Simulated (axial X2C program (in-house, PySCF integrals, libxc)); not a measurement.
## How the levels of TcSH⁺ (d5 s0 p(π)0 orbitals) move with the bond length

Computed with an in-house all-electron X2C program for linear molecules (integrals from PySCF): two-component X2C with atomic mean-field Coulomb and Gaunt terms, basis Tc dyall-v3z, S dyall-v3z, H dyall-v3z (cores contracted in-house). Orbitals come from Hartree–Fock averaged over the configuration Tc d5 s0 p(π)0; CI then distributes these electrons over the d, s, p(π) shells of Tc.

At Tc–S–H held linear, bonds 2.226 and 1.340 Å (the second held):

| Ω | energy (cm⁻¹) | g∥ | configuration |
| --- | --- | --- | --- |
| 1/2 | 0 | 2.00 | 100% d5 |
| 3/2 | 1 | 6.00 | 100% d5 |
| 5/2 | 4 | 10.00 | 100% d5 |
| 5/2 | 17539 | 7.93 | 100% d5 |
| 3/2 | 17796 | 3.95 | 100% d5 |
| 1/2 | 17975 | 0.01 | 100% d5 |
| 1/2 | 18173 | 3.96 | 100% d5 |
| 7/2 | 19071 | 9.66 | 100% d5 |
| 3/2 | 19097 | 5.77 | 100% d5 |
| 1/2 | 19099 | 1.93 | 100% d5 |
| 5/2 | 19136 | 5.69 | 100% d5 |
| 9/2 | 19142 | 11.98 | 100% d5 |
| 7/2 | 19193 | 8.38 | 100% d5 |
| 3/2 | 19236 | 2.07 | 100% d5 |

g∥ is the magnitude of 2⟨Lz + ge Sz⟩ for the +Ω component. The lowest 14 levels at most are listed.

At Tc–S–H held linear, bonds 2.504 and 1.340 Å (the second held):

| Ω | energy (cm⁻¹) | g∥ | configuration |
| --- | --- | --- | --- |
| 1/2 | 0 | 2.00 | 100% d5 |
| 3/2 | 1 | 6.00 | 100% d5 |
| 5/2 | 2 | 10.00 | 100% d5 |
| 5/2 | 19632 | 7.82 | 100% d5 |
| 3/2 | 19885 | 3.87 | 100% d5 |
| 1/2 | 20055 | 0.04 | 100% d5 |
| 7/2 | 20069 | 9.98 | 100% d5 |
| 5/2 | 20136 | 6.08 | 100% d5 |
| 3/2 | 20189 | 2.48 | 100% d5 |
| 1/2 | 20231 | 3.46 | 100% d5 |
| 1/2 | 20271 | 0.90 | 100% d5 |
| 3/2 | 20314 | 5.57 | 100% d5 |
| 9/2 | 20505 | 11.98 | 100% d5 |
| 7/2 | 20538 | 8.03 | 100% d5 |

The lowest level lies 2771 cm⁻¹ above the lowest at the first distance.

**Question.** How does the gap from the lowest to the fifth level change between the two distances?

**Answer.** From 17796 to 19885 cm⁻¹, a factor of 1.12.

Dynamic correlation is missing, so gaps between terms are too wide and other configurations may lie lower; the lowest level listed is that of this model, not necessarily the ground state. For d shells the ligand-field splittings (σ, π, δ) and their order can be off by a thousand cm⁻¹ or more. At most 4 roots were kept for each Ω > 0 (twice that for Ω = 0) within 3.2 eV of the lowest, so higher up levels can be missing between those listed; levels with Ω > 0 are doubly degenerate and listed once, Ω = 0 levels singly. Some active spinors are only partly of the character that their shell is named for, so the shell names and counts are nominal. States that fill the shells left empty in the average are placed too high. The molecule was held linear; bending was not examined. Hydrosulfides and their kin are strongly bent in nature, so this linear model does not describe the real molecule.
